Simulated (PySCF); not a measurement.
Cr¹⁸⁺: ionisation energy

Cr¹⁸⁺ [He] 2s2 2p2 (3P) → Cr¹⁹⁺ [He] 2s2 2p1 (2P), as a difference of total energies. Calculation: PySCF 2.14, in an uncontracted even-tempered set (20 s from 3.4 bohr⁻², ratio 2.2; 11 p from 4.4 bohr⁻², ratio 2.2; 6 d from 20 bohr⁻², ratio 2.4; 5 f from 29 bohr⁻², ratio 2.4; 5 g from 44 bohr⁻², ratio 2.4); the spin-free X2C one-electron Hamiltonian (Gaussian nucleus). Correlated levels: nothing frozen; virtual orbitals above 40 to 60 times the deepest correlated orbital energy dropped. The calculations carry no spin-orbit coupling.

```tsv
method	ionisation energy (eV)
UHF	1395.2
LDA	1394.3
PBE	1395.1
PBE0	1395.3
r2SCAN	1396.8
r2SCAN0	1396.6
PBEsol	1394.2
MP2 (all electrons)	1395.1
SCS-MP2 (all electrons)	1394.8
```

A first-order spin-orbit estimate (lowest level to lowest level, LS coupling) adds -0.280 eV.

For comparison: 1394.5 ± 0.7 eV (semi-empirical (NIST evaluation); NIST Atomic Spectra Database, ionization energies).
